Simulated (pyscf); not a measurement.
PySCF, gas phase, ωB97X-D3(BJ)/def2-SVP geometries.

### Question
For the elementary gas-phase step HO–In (SMILES [OH][In]) [singlet] + HO–SiH₃ (SMILES O[SiH3]) -> HO–InH–O–SiH₃ (SMILES [OH][InH][O][SiH3]) (singlet surface; H–O broken, In–O, H–In formed), what barrier and reaction energy does ωB97M-D3(BJ)/def2-TZVP give, measured from the separated reactants?

### Answer
ΔE‡ = 47.3 kcal/mol, ΔE = +3.7 kcal/mol. Zero-point energy shifts the barrier by -2.2 kcal/mol. It is an insertion, with an imaginary mode of 1349i cm⁻¹. On the reactant side the descent ends in an adduct with a In–O, O–Si contact (not fully relaxed), 19.2 kcal/mol under the separated species and 64.0 kcal/mol under the saddle at ωB97X-D3(BJ)/def2-TZVP. What is counted as formed (In–O) is already present as a longer contact in the reactant adduct; forming that adduct is a step of its own. At ωB97X-D3(BJ) the barrier from the zero used here is 44.8 kcal/mol. This is the saddle that the search found; another between the same sides may lie lower. Elements past Kr carry the def2 core potentials, without spin-orbit coupling.
